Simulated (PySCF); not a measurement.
Species: C₄H₅AlS.
SMILES with atom numbers: `[AlH2:1][c:2]1[cH:3][cH:4][cH:5][s:6]1` (hydrogens: H7, H8 on Al1; H9 on C3; H10 on C4; H11 on C5)

Computed with PySCF 2.14.0, PBE0-D3(BJ)/def2-SVP geometry optimisation, gas phase.

**Question.** List the bond lengths and angles at this level.

**Answer.** 
| bond | length (Å) | order |
| --- | --- | --- |
| Al1–C2 | 1.932 | single |
| C2–C3 | 1.389 | aromatic |
| C3–C4 | 1.417 | aromatic |
| C4–C5 | 1.375 | aromatic |
| C5–S6 | 1.709 | aromatic |
| C2–S6 | 1.731 | aromatic |
| Al1–H7, Al1–H8 | 1.588 | single |
| C3–H9 | 1.093 | single |
| C4–H10 | 1.091 | single |
| C5–H11 | 1.090 | single |

Bonds in one row agree within 0.01 Å and their mean is given. Orders are formal, as drawn. A selection of angles:
| angle | degrees |
| --- | --- |
| C2–Al1–H7 | 119.5 |
| C2–Al1–H8 | 118.0 |
| H7–Al1–H8 | 122.5 |
| Al1–C2–C3 | 127.9 |
| Al1–C2–S6 | 123.2 |
| C3–C2–S6 | 108.9 |
| C2–C3–C4 | 114.2 |
| C2–C3–H9 | 122.5 |
| C4–C3–H9 | 123.3 |
| C3–C4–C5 | 112.1 |
| C3–C4–H10 | 124.5 |
| C5–C4–H10 | 123.4 |
| C4–C5–S6 | 111.4 |
| C4–C5–H11 | 127.8 |
| S6–C5–H11 | 120.9 |
| C2–S6–C5 | 93.4 |

The 5-membered ring C2–C3–C4–C5–S6 has internal angles of 93.4° to 114.2°; it is planar, 0.00 Å rms from its mean plane, widest ring torsion 0°. The 6 heavy atoms lie in one plane (0.008 Å rms). The C–C distances run from 1.375 Å (C4–C5, aromatic) to 1.417 Å (C3–C4, aromatic), a spread of 0.042 Å. The C–S distances run from 1.709 Å (C5–S6, aromatic) to 1.731 Å (C2–S6, aromatic), a spread of 0.022 Å. Al1 (aluminium bonded to C and 2 H) is planar (angles 122.5°, 119.5° and 118.0°, sum 360.0°, 0.01 Å off the plane of its three neighbours).

No PBE0-D3(BJ)/def2-SVP frequencies stand behind this structure, so it isn't proved a minimum.
